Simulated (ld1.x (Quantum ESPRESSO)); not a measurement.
# Reading a pseudo-wave (cobalt (Co))

Columns: radius, all-electron u(r) and pseudo u(r) of the 4s shell (level -6.62 eV) of cobalt in the configuration [Ne] 3s2 3p6 3d7 4s1 4p1; PBE, scalar-relativistic, PAW scheme, ld1.x (Quantum ESPRESSO) 7.5.

```json
{"r (bohr)": "0.125", "all-electron": "-0.1331", "pseudo": "-0.0577"}
{"r (bohr)": "0.250", "all-electron": "-0.0982", "pseudo": "-0.1149"}
{"r (bohr)": "0.375", "all-electron": "0.1246", "pseudo": "-0.1712"}
{"r (bohr)": "0.500", "all-electron": "0.2631", "pseudo": "-0.2260"}
{"r (bohr)": "0.625", "all-electron": "0.2770", "pseudo": "-0.2791"}
{"r (bohr)": "0.750", "all-electron": "0.2036", "pseudo": "-0.3298"}
{"r (bohr)": "0.875", "all-electron": "0.0862", "pseudo": "-0.3779"}
{"r (bohr)": "1.000", "all-electron": "-0.0448", "pseudo": "-0.4230"}
{"r (bohr)": "1.125", "all-electron": "-0.1718", "pseudo": "-0.4647"}
{"r (bohr)": "1.250", "all-electron": "-0.2858", "pseudo": "-0.5028"}
{"r (bohr)": "1.375", "all-electron": "-0.3832", "pseudo": "-0.5369"}
{"r (bohr)": "1.500", "all-electron": "-0.4630", "pseudo": "-0.5669"}
{"r (bohr)": "1.625", "all-electron": "-0.5261", "pseudo": "-0.5924"}
{"r (bohr)": "1.750", "all-electron": "-0.5740", "pseudo": "-0.6135"}
{"r (bohr)": "1.875", "all-electron": "-0.6085", "pseudo": "-0.6299"}
{"r (bohr)": "2.000", "all-electron": "-0.6314", "pseudo": "-0.6415"}
{"r (bohr)": "2.125", "all-electron": "-0.6445", "pseudo": "-0.6484"}
{"r (bohr)": "2.250", "all-electron": "-0.6494", "pseudo": "-0.6503"}
{"r (bohr)": "2.375", "all-electron": "-0.6474", "pseudo": "-0.6475"}
{"r (bohr)": "2.500", "all-electron": "-0.6398", "pseudo": "-0.6398"}
{"r (bohr)": "2.625", "all-electron": "-0.6276", "pseudo": "-0.6276"}
{"r (bohr)": "2.750", "all-electron": "-0.6119", "pseudo": "-0.6119"}
{"r (bohr)": "2.875", "all-electron": "-0.5933", "pseudo": "-0.5933"}
{"r (bohr)": "3.000", "all-electron": "-0.5726", "pseudo": "-0.5726"}
{"r (bohr)": "3.125", "all-electron": "-0.5503", "pseudo": "-0.5503"}
{"r (bohr)": "3.250", "all-electron": "-0.5270", "pseudo": "-0.5270"}
```

(1) How many radial nodes do the two functions have?

(2) At about which radius was the pseudo-wave matched?

(3) Is the pseudo-wave norm-conserving?

Answers

(1) The all-electron 4s function has n − l − 1 = 3 (the table is too coarse to show those close to the nucleus); the pseudo-wave has 0, since the states of the same l below it are removed with the core.

(2) 2.50 bohr, where the columns begin to agree (steps of 0.12 bohr).

(3) No, it belongs to a PAW set: the norm inside the radius is not constrained, and the difference is carried by the augmentation charge.
